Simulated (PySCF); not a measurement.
# V (vanadium, neutral) across methods

[Ar] 3d4 4s1, high-spin 6D determinant (an excited configuration). All numbers are calculated (PySCF 2.14, no relativity, point nucleus, in aug-cc-pVTZ). The B2PLYP total includes its PT2 part (frozen core); its orbital energies are those of the SCF part.

| method | E (hartree) | mean ε 3p β (eV) | mean ε 4s α (eV) | mean ε 3d α (eV) | Σ⟨r²⟩ (bohr²) | ⟨S²⟩ |
| --- | --- | --- | --- | --- | --- | --- |
| r2SCAN0 | -943.876 | -40.396 | -4.876 | -4.758 | 38.96 | 8.751 |
| r2SCAN | -943.896 | -38.267 | -4.426 | -3.354 | 39.28 | 8.750 |
| B2PLYP | -943.652 | -42.237 | -5.017 | -5.979 | 39.50 | 8.751 |
| PBE | -943.692 | -37.676 | -4.219 | -3.195 | 40.01 | 8.750 |
| wB97X-V | -943.775 | -42.544 | -6.190 | -6.809 | 39.70 | 8.750 |
| LDA | -941.770 | -37.743 | -4.381 | -3.315 | 39.62 | 8.750 |
| UHF | -942.88384 | -46.024 | -5.838 | -8.785 | 39.92 | 8.751 |
| PBE0 | -943.719 | -39.990 | -4.690 | -4.596 | 39.43 | 8.750 |

Task: Estimate the same row for M06.

Result: E (hartree) = -943.853; mean ε 3p β (eV) = -40.285; mean ε 4s α (eV) = -4.567; mean ε 3d α (eV) = -4.359; Σ⟨r²⟩ (bohr²) = 39.85; ⟨S²⟩ = 8.750.
